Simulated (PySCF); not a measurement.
A structure optimised at B3LYP-D3(BJ)/def2-SVP, used in a PySCF frequency run:

```xyz
4

Te     0.0000     0.0000    -0.2561
F      0.0000    -1.9718    -0.0901
F      0.0000     0.0000     1.6596
F      0.0000     1.9718    -0.0901
```
Charge 0, spin multiplicity 2.

Problem. Write its SMILES, formula and point group.

Solution. F[Te](F)F, F₃Te, C2v

Problem. What are its rotational constants (standard atomic weights)?

Solution. 8.2999, 3.4209, 2.4225 GHz
